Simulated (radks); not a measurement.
Question: These are the eigenvalues of the occupied orbitals of an atom or ion with whole-number occupations (eV). All-electron calculation, non-relativistic Kohn-Sham, LDA (Slater exchange, Perdew-Wang correlation), spin-unpolarised, spherical densities, point nucleus. Program: a radial shooting solver on a logarithmic mesh with Libxc functionals.

| orbital | eigenvalue |
|---|---|
| 1s | -78643.16 |
| 2s | -14631.36 |
| 2p | -14149.56 |
| 3s | -4726.915 |
| 3p | -4502.700 |
| 3d | -4086.842 |
| 4s | -2121.965 |
| 4p | -2022.282 |
| 4d | -1843.246 |

Which element is it, and in what charge state? The configuration may be excited.

Answer: Z = 81, thallium, charge +39: Tl39+ in [Kr] 4d6. The list shows which subshells hold electrons but not how many an open one holds; the 1s level, -2890.1 hartree, gives Z - s = 76.0 by -(Z - s)^2/2, which with screening narrows Z to a few neighbours, and the depths of the outer levels then fix element, charge and occupations together.
